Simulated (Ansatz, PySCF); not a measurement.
Breaking the Al1–H2 bond in AlFH2 (SMILES [F][AlH2]) (multiplicity 1 held, fragments rigid). Energies count from the point at 1.570 Å.
Geometry at that point (charge 0, multiplicity 1):
| atom | x (Å) | y (Å) | z (Å) |
|---|---|---|---|
| Al | -0.2467 | -0.4788 | 0.1584 |
| H | 0.4707 | -1.3122 | 1.2788 |
| H | -1.5894 | -0.8593 | -0.5605 |
| F | 0.4806 | 0.9329 | -0.3086 |

R- and RO- levels are restricted; in cc, def2 and unpolarised 6-31G sets they are followed outwards from rest. U- levels take the lowest unrestricted solution at each point, which mixes spins at long bonds. Active spaces are followed from a long bond inwards. Levels need not reach the same state.

Correlated levels freeze the cores. Rows in 6-31G* carry no dispersion term and start afresh at each structure (6-31G* with six Cartesian d functions).

Programs: Ansatz (a quantum-chemistry and plane-wave program); PySCF for 6-31G* rows. 

```csv
level,energy at R = 5.024 Å (kJ/mol)
U-HF/6-31G*,289.2
U-HF/cc-pV(T+d)Z,286.1
R-r2SCAN/cc-pV(T+d)Z,495.8
U-B3LYP/6-31G*,363.9
R-B3LYP/cc-pV(T+d)Z,505.0
U-B3LYP/cc-pV(T+d)Z,363.0
"CASSCF(2,2)/cc-pV(T+d)Z",?
"FIC-MRCISD on CASSCF(2,2)/cc-pV(T+d)Z",362.8
"FIC-MRCISD+Q on CASSCF(2,2)/cc-pV(T+d)Z",368.5
```

**Question.** Fill in the missing entries.

**Answer.** 
- CASSCF(2,2)/cc-pV(T+d)Z, energy at R = 5.024 Å (kJ/mol): 324.9

Doubts at one or more of the structures used: a spin-contaminated determinant (U-HF/6-31G*, U-HF/cc-pV(T+d)Z, U-B3LYP/6-31G*, U-B3LYP/cc-pV(T+d)Z); a restricted determinant that unrestricted orbitals would lower (R-r2SCAN/cc-pV(T+d)Z, R-B3LYP/cc-pV(T+d)Z).
